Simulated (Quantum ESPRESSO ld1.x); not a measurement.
ld1.x (Quantum ESPRESSO 7.5) input

```
 &input
    atom='Tb',
    iswitch=1,
    rel=2,
    dft='PBE',
    config='[Xe] 4f9 6s2',
    cau_fact=685.18,
    rel_dist='average',
    verbosity='high',
    lsmall=.true.,
    prefix='ld1',
    max_out_wfc=37,
    file_charge='ld1.rho',
 /
```

It prints (banner and zero overlaps left out):

```
     Program LD1 v.7.5 starts

 classical turning point too close to mesh           4           3           3   [2 such lines]
 classical turning point too close to mesh           4           3          -4   [2 such lines]
 state nlj           4           3   2.5000000000000000       not converged   [2 such lines]
     --------------------------- All-electron run ----------------------------

     dirac relativistic calculation

     atomic number is 65.00
     dft =PBE   lsd =0 sic =0 latt =0  beta=0.20 tr2=1.0E-14
     Exchange-correlation= PBE
                           (   1   4   3   4   0   0   0)
     mesh =2099 r(mesh) = 100.44524 a.u. xmin = -8.00 dx = 0.00800
     1 Ry =  13.60569312 eV, c = 685.18000000

     n l j   nl                  e(Ry)          e(Ha)          e(eV)
     Spin orbit split results
     1 0 0.5 1S 1( 2.00)   -3582.049753455   -1791.024876728 -48736.2696968
     2 0 0.5 2S 1( 2.00)    -572.745616512    -286.372808256  -7792.6010958
     2 1 0.5 2P 1( 2.00)    -545.318253518    -272.659126759  -7419.4328117
     2 1 1.5 2P 1( 4.00)    -543.411607397    -271.705803699  -7393.4915697
     3 0 0.5 3S 1( 2.00)    -126.304763906     -63.152381953  -1718.4638577
     3 1 0.5 3P 1( 2.00)    -114.057879408     -57.028939704  -1551.8365055
     3 1 1.5 3P 1( 4.00)    -113.668323040     -56.834161520  -1546.5363211
     4 0 0.5 4S 1( 2.00)     -24.430099331     -12.215049665   -332.3884345
     4 1 0.5 4P 1( 2.00)     -19.612030080      -9.806015040   -266.8352628
     4 1 1.5 4P 1( 4.00)     -19.526484917      -9.763242459   -265.6713616
     3 2 1.5 3D 1( 4.00)     -90.917548768     -45.458774384  -1236.9962680
     3 2 2.5 3D 1( 6.00)     -90.819361905     -45.409680952  -1235.6603677
     5 0 0.5 5S 1( 2.00)      -3.035104975      -1.517552487    -41.2947069
     5 1 0.5 5P 1( 2.00)      -1.774884217      -0.887442108    -24.1485300
     5 1 1.5 5P 1( 4.00)      -1.764229258      -0.882114629    -24.0035619
     4 2 1.5 4D 1( 4.00)     -10.948461938      -5.474230969   -148.9614133
     4 2 2.5 4D 1( 6.00)     -10.930483330      -5.465241665   -148.7168019
     4 3 2.5 4F 1( 3.86)      -0.485773044      -0.242886522     -6.6092790
     4 3 3.5 4F 1( 5.14)      -0.483246988      -0.241623494     -6.5749102
     6 0 0.5 6S 1( 2.00)      -0.255201536      -0.127600768     -3.4721938
     Averaged results
     1 0     1S 1( 2.00)   -3582.049753455   -1791.024876728 -48736.2696968
     2 0     2S 1( 2.00)    -572.745616512    -286.372808256  -7792.6010958
     2 1     2P 1( 6.00)    -544.047156104    -272.023578052  -7402.1386504
     3 0     3S 1( 2.00)    -126.304763906     -63.152381953  -1718.4638577
     3 1     3P 1( 6.00)    -113.798175163     -56.899087582  -1548.3030492
     4 0     4S 1( 2.00)     -24.430099331     -12.215049665   -332.3884345
     4 1     4P 1( 6.00)     -19.554999972      -9.777499986   -266.0593286
     3 2     3D 1(10.00)     -90.858636650     -45.429318325  -1236.1947278
     5 0     5S 1( 2.00)      -3.035104975      -1.517552487    -41.2947069
     5 1     5P 1( 6.00)      -1.767780911      -0.883890455    -24.0518846
     4 2     4D 1(10.00)     -10.937674773      -5.468837387   -148.8146464
     4 3     4F 1( 9.00)      -0.484329583      -0.242164792     -6.5896397
     6 0     6S 1( 2.00)      -0.255201536      -0.127600768     -3.4721938

     final scf error:  3.7E-15 reached in  42 iterations

     Etot =  -22494.233897 Ry,  -11247.116948 Ha, -306049.643439 eV

     Ekin =   22557.918906 Ry,   11278.959453 Ha,  306916.122122 eV
     Encl =  -53491.023329 Ry,  -26745.511664 Ha, -727782.448245 eV
     Eh   =    8931.146282 Ry,    4465.573141 Ha,  121514.435549 eV
     Exc  =    -492.275756 Ry,    -246.137878 Ha,   -6697.752866 eV
```

Run on one thread of a shared host, so times are rough (Intel(R) Xeon(R) Processor @ 2.60GHz): 0.81 s of CPU time, 1.9 s wall, 42 iterations on 2099 mesh points.
